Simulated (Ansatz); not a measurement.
Stepwise reaction of `C[Si](O)(O)[SiH3]` with ammonia, as a gas-phase model of exchange steps in deposition or etching. ΔE in kJ/mol.

Isolated molecules relaxed with PBE0-D4/def2-TZVP in Ansatz; ΔE leaves out vibrations. CCSD(T)/CBS is the MP2 limit (def2-TZVPP, def2-QZVPP) plus CCSD(T) − MP2 in def2-TZVPP, frozen cores. This one scheme is used for every species. DFT in def2-TZVPP. B3LYP here is the variant with VWN-RPA as its local correlation; programs differ in this. Each species was taken in one conformer, which may not be the lowest.

```csv
step,reaction,PBE-D4,B3LYP-D4,ωB97M-V,CCSD(T)/CBS
1,`C[Si](O)(O)[SiH3]` + NH₃ → `C[Si](N)(O)[SiH3]` + H₂O,45.4,48.7,48.5,45.6
```

Problem. Give the row of step 2, `C[Si](N)(O)[SiH3]` + NH₃ → `C[Si](N)(N)[SiH3]` + H₂O. (Best estimate.)

Solution. The calculation gave: 
```json
{"step": "2", "reaction": "`C[Si](N)(O)[SiH3]` + NH₃ → `C[Si](N)(N)[SiH3]` + H₂O", "PBE-D4": "44.8", "B3LYP-D4": "48.4", "ωB97M-V": "48.3", "CCSD(T)/CBS": "45.2"}
```

Problem. By hand: ΔE of the 2 steps together at CCSD(T)/CBS.

Solution. (45.6) + (45.2) = 90.8 kJ/mol, or 45.4 kJ/mol a step.

In ΔE the steps differ by no more than 0.4 kJ/mol. All are uphill at CCSD(T)/CBS. PBE-D4 differs from CCSD(T)/CBS by -0.4 to -0.2 kJ/mol a step. Only this route is followed, and other bonds may react first. Isolated molecules leave out the surface, adducts and barriers. Largest T1 diagnostic: 0.012.
